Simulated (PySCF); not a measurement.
**Computed structure and properties of [Nd(S2)2]−**

System: [Nd(S2)2]− (singlet in the valence; each metal's 4f electrons, 3 of them, lie in its core potential, out of spins and levels); start: template (D2d). Method: PySCF 2.14.0, RKS PBE, Nd lcecp-1-SVP with ECP49, S def2-SVP; non-relativistic Hamiltonian with scalar-relativistic core potentials where named; density fitting; no spin-orbit coupling.

Input of the relaxation:

```python
mol = gto.M(atom='''
Nd     0.00000     0.00000     0.00000
S      0.73190     0.73190     2.57620
S     -0.73190    -0.73190     2.57620
S      0.73190    -0.73190    -2.57620
S     -0.73190     0.73190    -2.57620''',
    basis={'Nd': 'lcecp-1-SVP', 'S': 'def2-SVP'},
    ecp={'Nd': 'lcecp-1-SVP'},
    charge=-1, spin=0)
mf = dft.RKS(mol, xc='PBE')
mf.grids.atom_grid = (50, 194)  # f atoms: unpruned, at least (60, 302)
mf = mf.density_fit()  # fitting sets: Nd AutoAux, S def2-universal-JKFIT
mf.conv_tol = 1e-08; mf.max_cycle = 55
mf.kernel(dm0)  # dm0: converged density of the start geometry
# quasi-Newton relaxation in Cartesian coordinates to a largest gradient under 0.00045 Eh/bohr, steps kept in the point group
```

Run from Python with OMP_NUM_THREADS=2; the lines above give its settings. Where DIIS fails, smearing, a level shift and second-order steps follow.
It took 20 s on 2 threads of Intel(R) Xeon(R) 6975P-C (Granite Rapids), on a shared host, from the converged density of the start.

Course of the relaxation:

```
step  energy above end (eV)  largest force component within the symmetry (eV/Å)
   0                 0.3117                                               0.891
   1                 0.0846                                               0.451
   2                 0.0045                                               0.124
   3                 0.0002                                               0.034
   4                 0.0001                                               0.018
   5                 0.0000                                               0.001
```

Relaxed geometry (D2d):

```xyz
5

Nd    0.0000    0.0000    0.0000
S     0.7723    0.7723    2.4453
S    -0.7723   -0.7723    2.4453
S     0.7723   -0.7723   -2.4453
S    -0.7723    0.7723   -2.4453
```

```tsv
contact	Å
Nd1–S2 (S2)	2.678
Nd1–S4 (S2)	2.678
```

On the finer grid (75, 302):

* HOMO: -0.23 eV
* LUMO: 1.36 eV
* Dipole about the centre of mass: 0.00 D
* Set of Mulliken populations of Nd1 outside the core potential: s 2.26, p 6.29, d 1.86, f 0.05
* D3(BJ) dispersion energy (not in the energies): -0.210 eV

```
atom  Mulliken (e)  Löwdin (e)  spin (e)
 Nd1          0.55       -0.47      0.00
  S2         -0.39       -0.13      0.00
  S3         -0.39       -0.13      0.00
  S4         -0.39       -0.13      0.00
  S5         -0.39       -0.13      0.00
```

The 4f levels lie in the core potential and are missing. Their spin isn't counted.

On the grid (50, 194), as all that follows. Harmonic modes: a minimum within the noise of the softest modes; lowest 38 cm⁻¹ (negative: unstable), highest 422 cm⁻¹, zero-point energy 0.128 eV.

Rigid scan of S2 along the line from its metal, all other atoms held (where the atom bridges, its other bond changes as well):

```csv
distance to the ligand's centre (Å),energy (eV)
2.15,0.813
2.25,0.324
2.35,0.073
2.45,0.000
2.55,0.059
2.65,0.213
2.75,0.434
2.90,0.844
```

One start shape was tried, so this needn't be the lowest isomer.

An lcecp potential fixes the number of 4f electrons, so in runs with it no electron can move into or out of that shell.
